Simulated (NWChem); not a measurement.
System: C₄H₃S, doublet; SMILES [c]1cccs1

Here is an NWChem input.

```
start job
memory heap 200 mb stack 900 mb global 1100 mb
geometry units angstroms
  C      1.145647    -0.197282     0.357435
  C      0.563042    -1.395236     0.205722
  C     -0.790091    -1.225178    -0.214858
  C     -1.142816     0.077792    -0.353810
  S      0.162802     1.149376     0.023518
  H      1.027910    -2.348095     0.370697
  H     -1.448938    -2.055379    -0.398877
  H     -2.086312     0.487988    -0.654336
end
basis spherical
  * library def2-svp
end
dft
  odft
  mult 2
  xc pbe0
  iterations 150
end
driver
  maxiter 120
end
task dft optimize
task dft freq
```

In the optimisation the excess spin sits in a' (Cs, its own frame).

The level has its own optimisation; frequencies are unscaled. Brackets give each atom's bonded neighbours.

Problem. What results follow from this input? (PBE0/def2-SVP, spin-unrestricted.) Quantities: r C–C [C(CCH)–C(CS)] (Å); r C–S [C(CS)–S(CC)] (Å); r C–C [C(CCH)–C(CCH)] (Å); r C–H [C(CCH)–H(C)] (Å); highest harmonic frequency (cm⁻¹); lowest (cm⁻¹); zero-point energy (kcal/mol); dipole (D).

Solution. 
```
Item                               Result
---------------------------------  ------
r C–C [C(CCH)–C(CS)] (Å)            1.357
r C–S [C(CS)–S(CC)] (Å)             1.700
r C–C [C(CCH)–C(CCH)] (Å)           1.434
r C–H [C(CCH)–H(C)] (Å)             1.091
highest harmonic frequency (cm⁻¹)    3273
lowest (cm⁻¹)                         409
zero-point energy (kcal/mol)         34.2
dipole (D)                           1.11
```
